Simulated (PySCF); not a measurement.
Isomers of C3H7NO2Si2. Method: PySCF, TDDFT wB97X-D/def2-SVPD, vertical, gas phase, core orbitals frozen in the response. Geometries: GFN2-xTB; one conformer of each isolated species. Triplets are in the Tamm–Dancoff approximation.

A. `O=CC1=N[Si@@H](O[SiH3])C1`
B. `CC1=N[Si@@H](O[SiH3])C1=O`
C. `CC1=N[SiH2]O[SiH2]C1=O`

Lowest singlet levels (six at most, fewer where fewer were computed) with oscillator strengths:

1. 2.98 eV (f 0.001); 4.06 eV (f 0.006); 5.36 eV (f 0.004); 6.22 eV (f 0.006); 6.54 eV (f 0.021); 6.76 eV (f 0.028); T1 2.48 eV
2. 3.08 eV (f 0.000); 3.74 eV (f 0.001); 5.50 eV (f 0.004); 6.38 eV (f 0.237); 6.88 eV (f 0.003); 7.00 eV (f 0.013); T1 2.57 eV
3. 2.43 eV (f 0.001); 4.17 eV (f 0.003); 5.19 eV (f 0.001); 5.96 eV (f 0.073); 6.14 eV (f 0.001); 6.38 eV (f 0.111); T1 1.91 eV

Question: Which spectrum belongs to which structure?

Answer: 1 = B, 2 = A, 3 = C.
- A: S1 at 3.08 eV, HOMO→LUMO (91%); Löwdin shares by element: HOMO nitrogen 46%, carbon 19% or more, oxygen 13% or more (atoms not listed hold the other 22%); LUMO carbon 43% or more, oxygen 24% or more, nitrogen 23%; HOMO -9.26 and LUMO -0.75 eV.
- B: S1 at 2.98 eV, HOMO→LUMO (95%); Löwdin shares by element: HOMO oxygen 42% or more, carbon 30% or more, silicon 12% or more (atoms not listed hold the other 16%); LUMO carbon 39% or more, nitrogen 28%, oxygen 23% or more; HOMO -8.78 and LUMO -0.28 eV.
- C: S1 at 2.43 eV, HOMO→LUMO (95%); Löwdin shares by element: HOMO oxygen 26% or more, nitrogen 24%, carbon 23% or more (atoms not listed hold the other 27%); LUMO carbon 41% or more, oxygen 26% or more, nitrogen 17% (atoms not listed hold the other 16%); HOMO -8.52 and LUMO -0.71 eV.
A and B have S1 within 0.10 eV of each other; their strongest listed levels stand at 6.38 eV (f 0.237) and 6.76 eV (f 0.028).
